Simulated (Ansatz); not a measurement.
**Worked example: C2H6AlS → AlS + C2H6**

Species: C2H6AlS `[CH3][Al][S]C`, doublet; AlS, doublet; C2H6 `CC`, singlet. 

Shapes, held fixed at every level: PBE0-D4/def2-TZVP. Flexible molecules stand in one conformer, not always the lowest. Programs: Ansatz 0.2.0. The zero-point and thermal change to 298 K, harmonic and unscaled (PBE0-D4/def2-TZVP), is +3.7 kJ/mol.

At CCSD(T)/CBS estimate; 1 Eh = 2625.50 kJ/mol:

| species | energy (Eh) |
| --- | --- |
| C2H6AlS | -719.508605 |
| AlS | -639.773238 |
| C2H6 | -79.719537 |

**Question.** Work out ΔH(298 K) of the reaction at this level.

**Answer.** 
1. Products less reactants: (-639.773238) + (-79.719537) − [(-719.508605)] = 0.015830 Eh = +41.6 kJ/mol.
2. With the thermal change: +41.6 + (+3.7) = +45.3 kJ/mol.

Other levels give +29.9 (MP2/def2-SVP) to +59.5 kJ/mol (r2SCAN0-D4/def2-TZVPP). No measured value is set beside it here. Open shells run unrestricted unless RO is named. The CBS estimate extrapolates MP2 from def2-TZVPP and def2-QZVPP and adds CCSD(T) − MP2 in the triple-zeta set, cores frozen.
